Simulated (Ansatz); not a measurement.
Geometry optimisation, Ansatz 0.2.0, UKS revPBE-D4/6-31G.

Input file:

```yaml
crystal:
  periodic: [false, false, false]
  atoms:
    - { symbol: B, position_ang: [-0.6875, 1.7858, -0.2861] }
    - { symbol: C, position_ang: [-0.6753, 0.2364, -0.2951] }
    - { symbol: C, position_ang: [0.6235, -0.2501, 0.2735] }
    - { symbol: B, position_ang: [0.7948, -1.8324, 0.2874] }
    - { symbol: H, position_ang: [-0.8606, 2.4101, -1.3332] }
    - { symbol: H, position_ang: [-0.6654, 2.445, 0.7171] }
    - { symbol: H, position_ang: [-0.7603, -0.1173, -1.3362] }
    - { symbol: H, position_ang: [-1.4821, -0.1252, 0.3065] }
    - { symbol: H, position_ang: [0.7758, 0.1241, 1.3754] }
    - { symbol: H, position_ang: [1.5077, 0.1313, -0.2966] }
    - { symbol: H, position_ang: [0.6399, -2.4412, -0.7042] }
    - { symbol: H, position_ang: [0.8666, -2.4217, 1.3255] }
magnetization:
  spin_polarized: true
basis:
  gaussian: { orbitals: "6-31G" }
hamiltonian:
  xc: revpbe
  dispersion: d4
relax:
  f_tol: 0.02
  max_steps: 40
```

Launched with:

```bash
$ ansatz run input.yaml --threads 1 --pin off --max-ram 2048MiB --backend cpu --events-out ev --progress --plain --runs-dir out
```

Question: Where does it end, and by what steps?

Answer: The forces met the threshold. The force dipped under the threshold on the way, but the program's further checks kept it going. Limits of this set-up: no polarisation functions. After 15 steps the energy has fallen by 0.366 eV; H12 moved furthest, 0.86 Å.

```csv
step,energy less start (eV),largest force component (eV/Å),accepted
0,0.0000,2.755,yes
1,-0.1365,1.606,yes
2,-0.3150,0.358,yes
3,-0.3411,0.225,yes
4,-0.3524,0.070,yes
5,-0.3499,0.361,no
6,-0.3586,0.061,yes
7,-0.3614,0.164,yes
8,-0.3650,0.037,yes
9,-0.3657,0.016,yes
10,-0.3659,0.029,yes
11,-0.3660,0.035,yes
12,-0.3663,0.023,yes
13,-0.3664,0.027,yes
14,-0.3664,0.018,yes
15,-0.3664,0.019,yes
```

```xyz
12
Properties=species:S:1:pos:R:3
B -0.663 1.798 -0.305
C -0.819 0.240 -0.344
C 0.529 -0.255 0.329
B 0.787 -1.805 0.296
H -0.105 2.384 -1.204
H -0.983 2.431 0.675
H -0.878 -0.192 -1.358
H -1.663 -0.152 0.251
H 0.635 0.137 1.362
H 1.413 0.172 -0.212
H 0.176 -2.528 -0.454
H 1.646 -2.284 0.999
```

Whether the end is a true minimum wasn't checked by a vibrational analysis.

Time of the run: 84 s on 1 thread of Arm Neoverse N1 (shared host), peak memory 0.14 GiB.
